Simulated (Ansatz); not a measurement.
Input for Ansatz (an electronic-structure program): U-CCSD(T)/def2-TZVPP on H2SeZn (SMILES [ZnH][SeH]), a point of a bond scan (R = 4.146 Å). The run froze 23 orbitals, filled d shells among them.

Ansatz 0.2 input:
```yaml
crystal:
  periodic: [false, false, false]
  atoms:
    - {symbol: Zn, position_ang: [-0.70919421, -0.50984122, -0.82879930]}
    - {symbol: H, position_ang: [-3.15134273, -2.27768536, -3.67466154]}
    - {symbol: Se, position_ang: [0.65395606, 0.50525059, 0.74073403]}
    - {symbol: H, position_ang: [0.65501376, -0.71868499, 1.56184434]}
basis:
  gaussian:
    orbitals: def2-TZVPP
correlation: {method: ccsd_t, electrons: outside_noble_gas}
scf: {omitted_lower_state_checks: [cluster_reference]}
magnetization: {spin_polarized: true, initial_magnetization: 0}
```

Q: What total energy does the run end on?

A: -4179.3775 hartree (reference determinant -4178.7469, T1 diagnostic 0.019). Its determinant has ⟨S²⟩ = 1.00, a mixture of spin states.

Q: How many basis functions does it have, and what does it roughly cost on one machine?

A: 140 functions; roughly 60 core-seconds.
